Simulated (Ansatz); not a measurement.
Ansatz (a quantum-chemistry and plane-wave program) input (CCSD(T)/aug-cc-pVDZ):

Ansatz 0.2 input:
```yaml
crystal:
  periodic: [false, false, false]
  atoms:
    - {symbol: Ga, position_ang: [0.45287294, 0.06708787, 0.00156405]}
    - {symbol: F, position_ang: [-0.93575684, 0.95768398, -0.92251870]}
    - {symbol: F, position_ang: [-0.62413884, -1.18876443, 0.91713142]}
basis:
  gaussian:
    orbitals: aug-cc-pVDZ
total_charge: -1
magnetization: {spin_polarized: false}
correlation: {method: ccsd_t, electrons: outside_noble_gas}
output: {forces: true}
```

End of the output:

```
cycle   5  -13.63558172 eV  change    6.5e-3 eV  update   2.4e-3
cycle   6  -13.63650941 eV  change   -9.3e-4 eV  update   8.9e-4
cycle   7  -13.63710158 eV  change   -5.9e-4 eV  update   3.7e-4
cycle   8  -13.63690511 eV  change    2.0e-4 eV  update   1.4e-4
cycle   9  -13.63684159 eV  change    6.4e-5 eV  update   5.5e-5
cycle  10  -13.63689803 eV  change   -5.6e-5 eV  update   2.1e-5
cycle  11  -13.63688364 eV  change    1.4e-5 eV  update   8.4e-6
cycle  12  -13.63688194 eV  change    1.7e-6 eV  update   2.7e-6
perturbative correction -0.36380852 eV, -0.0133697165 hartree
the calculation of the forces begins
Total energy: -57763.36731779 eV, -2122.7645955120 hartree
Atom 0 at     0.452873     0.067088     0.001564 Å, force    -0.024545    -0.003636    -0.000085 eV/Å
Atom 1 at    -0.935757     0.957684    -0.922519 Å, force     0.010063     0.017036    -0.013001 eV/Å
Atom 2 at    -0.624139    -1.188764     0.917131 Å, force     0.014482    -0.013400     0.013085 eV/Å
Dipole moment:     0.283648     0.042019     0.000980 e Å
```
